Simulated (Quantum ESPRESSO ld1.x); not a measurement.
Question: Er2+, configuration [Xe] 4f12 (the NIST ground configuration). All-electron calculation, scalar-relativistic Kohn-Sham, LDA (Slater exchange, VWN5 correlation), spin-unpolarised, spherical densities, point nucleus. Program: ld1.x of Quantum ESPRESSO 7.5. Some entries of the table are withheld. Estimate them.

| orbital | occ. | eigenvalue (eV) | <r> (bohr) | r(max) (bohr) |
|---|---|---|---|---|
| 1s | 2 | -57339.941 | 0.02038 | 0.013 |
| 2s | 2 | -9645.946 | 0.08651 | 0.073 |
| 2p | 6 | (1) | 0.07674 | 0.060 |
| 3s | 2 | -2171.800 | (2) | 0.208 |
| 3p | 6 | -1834.323 | (3) | 0.204 |
| 3d | 10 | -1411.162 | 0.2039 | 0.166 |
| 4s | 2 | -439.316 | 0.5084 | 0.473 |
| 4p | 6 | -328.286 | 0.5394 | 0.497 |
| 4d | 10 | -179.577 | 0.5842 | 0.513 |
| 5s | 2 | -66.605 | 1.251 | 1.11 |
| 5p | 6 | -41.028 | 1.486 | 1.28 |
| 4f | 12 | -17.761 | 0.8192 | 0.509 |

Answer: 
(1) 2p eigenvalue (eV): -8536.379
(2) 3s <r> (bohr): 0.2256
(3) 3p <r> (bohr): 0.2247
